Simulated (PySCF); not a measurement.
MH₄ across the 5d metals

Level: PBE0, basis family def2-TZVP, scalar-relativistic core potentials from Rb on and no relativity for lighter atoms.

Each entry is the lowest minimum that a search over a few typed start shapes (and spin states, where more than one is plausible) found, or that minimum re-optimised at the stated level; isomers with ligand–ligand bonds, or fragments after loss of a ligand pair, can lie lower. Open shells are unrestricted; no spin–orbit coupling; PySCF with density fitting.

**Question.** Order by mean bond length to the first atom of the formula (for M2X and M3X the non-metal), shortest first (Å).
A. WH₄
B. TaH₄
C. OsH₄
D. ReH₄
E. HfH₄

**Answer.** C (1.585), D (1.641), A (1.704), B (1.771), E (1.847).

**Question.** Give point groups and multiplicities.

**Answer.** HfH₄ Td singlet, TaH₄ D2d doublet, WH₄ Td triplet, ReH₄ D2d doublet, OsH₄ Td singlet.

The bond shortens at every step; the largest change, -0.076 Å, falls between HfH₄ and TaH₄ among the members listed.

The shape changes along the series: Td for HfH₄; D2d for TaH₄; Td for WH₄; D2d for ReH₄; Td for OsH₄.

Spin–orbit coupling can matter for HfH₄, TaH₄, WH₄, ReH₄, OsH₄.

Left out of the table are members whose search was unfinished or whose lowest solution was spin-contaminated, unstable, very soft or bonded differently.

Open d and f shells are single-determinant solutions and may miss the true ground state.
